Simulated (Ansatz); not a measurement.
Total energies of C4H8BF, SMILES `C=CCB(C)F`.

Cartesian coordinates in Å:
```
C -0.8147 1.0633 1.8059
C -0.1339 1.3275 0.6976
C 0.9471 0.4646 0.1207
B 0.3279 -0.2494 -1.1410
C -0.1827 -1.7223 -1.1576
F 0.2154 0.4844 -2.2515
H -1.6075 1.7167 2.1502
H -0.5955 0.1900 2.4128
H -0.3918 2.2134 0.1210
H 1.2876 -0.2597 0.8642
H 1.7964 1.0864 -0.1833
H 0.6845 -2.3945 -1.1850
H -0.7198 -1.9657 -0.2366
H -0.8129 -1.9548 -2.0174
```

The species carries charge 0 and has multiplicity 1. All single points use the PBE0-D4/def2-TZVP geometry. It is one conformer, not always the lowest. Basis def2-TZVPP, the Gaussian-basis code of Ansatz.

RPA on PBE orbitals: Hartree–Fock energy of these orbitals -280.36227 Eh, correlation -1.66589 Eh (frozen core).

| functional | kind | energy without D4 (Eh) | D4 term (kJ/mol) |
| --- | --- | --- | --- |
| LDA (SPW92) | LDA | -279.68430 | – |
| revPBE | GGA | -282.00189 | -82.7 |
| BLYP | GGA | -281.98814 | -55.2 |
| r2SCAN | meta-GGA | -281.93766 | -6.7 |
| r2SCAN0 | meta-GGA hybrid, 25 % | -281.91060 | -7.6 |
| HSE06 (plane-wave form) | screened hybrid | -281.75114 | -19.6 |
| BHLYP | global hybrid, 50 % | -281.94991 | -27.9 |
| CAM-B3LYP | range-separated hybrid | -281.96515 | -21.2 |
| ωB97X-V | range-separated hybrid GGA with VV10 | -282.01104 | – |
| ωB97M-V | range-separated hybrid meta-GGA with VV10 | -281.97368 | – |

Q: Give the same for PBE, B97M-V, PBE0, B3LYP, r2SCANh, LC-ωPBE, B2PLYP, PBE-QIDH. (Best estimate.)

A: The calculation gave: 
```
functional                                kind  energy without D4 (Eh)  D4 term (kJ/mol)
       PBE                                 GGA              -281.73361             -25.0
    B97M-V                  meta-GGA with VV10              -282.07957                 –
      PBE0  global hybrid, 25 % exact exchange              -281.76682             -21.1
     B3LYP                 global hybrid, 20 %              -282.11131             -39.7
   r2SCANh               meta-GGA hybrid, 10 %              -281.92636              -7.0
   LC-ωPBE         long-range corrected hybrid              -281.91485                 –
    B2PLYP                       double hybrid              -281.86818                 –
  PBE-QIDH                       double hybrid              -281.72876                 –
```

B3LYP takes the VWN-RPA correlation (the form of Gaussian; ORCA's B3LYP/G). HSE06 is the plane-wave form, built on full-range PBE exchange. The double hybrids freeze the cores in their second-order part.

LC-ωPBE has ω = 0.4 bohr⁻¹.
